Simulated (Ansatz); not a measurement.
Reactions of `F[CH]1[CH2][Al]1[SiH3]`.

Gas-phase electronic energies from Ansatz, PBE0-D4/def2-TZVP geometries. CBS: MP2 limit from def2 TZ/QZ plus the TZ coupled-cluster correction, frozen cores. This one scheme is used for every species. DFT in def2-TZVPP. B3LYP here is the variant with VWN-RPA as its local correlation; programs differ in this. def2 core potentials past Kr. For Br, Cd, Sn outer-core shells are correlated without core-valence functions, which leaves a few kJ/mol of doubt a bond. Scalar relativity is left out up to krypton. Each species was taken in one conformer, which may not be the lowest.

```csv
reaction,CCSD(T)/CBS(def2) (kJ/mol)
`F[CH]1[CH2][Al]1[SiH3]` + `[OH][Cd][O][SiH3]` → `[SiH3][O][Cd][O][SiH3]` + `F[CH]1[CH2][AlH]1`,-87
`F[CH]1[CH2][Al]1[SiH3]` + `[OH][SnH2][OH]` → `[OH][SnH2][O][SiH3]` + `F[CH]1[CH2][AlH]1`,-87
`F[CH]1[CH2][Al]1[SiH3]` + `CC[SiH](O)F` → `[OH][Al]1[CH2][CH]1F` + `CC[SiH](F)[SiH3]`,?
`F[CH]1[CH2][Al]1[SiH3]` + `[AlH2][SH]` → `[AlH2][S][SiH3]` + `F[CH]1[CH2][AlH]1`,?
`F[CH]1[CH2][Al]1[SiH3]` + `F[SiH]1CO1` → `F[CH]1[CH2][AlH]1` + `F[Si@@H]1O[C@H]1[SiH3]`,17
`F[CH]1[CH2][Al]1[SiH3]` + `CC(N)O` → `CC(O)N[SiH3]` + `F[CH]1[CH2][AlH]1`,-27
`F[CH]1[CH2][Al]1[SiH3]` + `ClCBr` → `[SiH3]C(Cl)Br` + `F[CH]1[CH2][AlH]1`,22
```

**Question.** Fill in the missing values. (An estimate is asked.)

**Answer.** The calculation gave: `F[CH]1[CH2][Al]1[SiH3]` + `CC[SiH](O)F` → `[OH][Al]1[CH2][CH]1F` + `CC[SiH](F)[SiH3]`: +10.6 kJ/mol; `F[CH]1[CH2][Al]1[SiH3]` + `[AlH2][SH]` → `[AlH2][S][SiH3]` + `F[CH]1[CH2][AlH]1`: -43.3 kJ/mol.

Largest T1 diagnostic: 0.016, for `[OH][Cd][O][SiH3]`.
